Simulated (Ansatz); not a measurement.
C₂H₈OSi, SMILES `CC[SiH2]O`. Total charge 0; spin multiplicity 1.

Z-matrix (Å, degrees):
```
C
C 1 1.526
H 1 1.094 2 111.5
H 1 1.093 2 111.3 3 -120.0
H 1 1.093 2 111.8 3 120.2
Si 2 1.868 1 113.6 3 58.5
H 2 1.096 1 110.5 3 -179.4
H 2 1.097 1 110.5 3 -62.4
O 6 1.653 2 112.4 1 59.9
H 6 1.494 2 108.7 1 -61.8
H 6 1.484 2 110.7 1 177.7
H 9 0.957 6 117.6 2 -78.7
```

Problem. List the harmonic frequencies (cm⁻¹, unscaled) at PBE0-D4/def2-TZVP in Ansatz. (Best estimate.)

Solution. The calculation gave: 87, 148, 171, 220, 313, 565, 638, 688, 755, 845, 879, 914, 949, 986, 995, 1051, 1257, 1265, 1404, 1439, 1494, 1501, 2182, 2236, 3037, 3041, 3080, 3111, 3112, 3934.

Problem. Is this a minimum?

Solution. Yes, all 30 modes are real.

Problem. Give the ideal-gas thermochemistry at 298.15 K and 1 bar (rigid rotor, harmonic oscillator; point group C1, symmetry number 1).

Solution. Zero-point energy 253.0 kJ/mol; H(298) − E = 273.0 kJ/mol; entropy 330.6 J/(mol·K), of which translation 162.9, rotation 106.7, vibration 61.0; G(298) − E = 174.5 kJ/mol. Modes under 100 cm⁻¹ are hindered rotations or soft bends, so the harmonic entropy is rough.

Problem. Rotational constants (cm⁻¹)?

Solution. 0.3353, 0.1197, 0.09976.
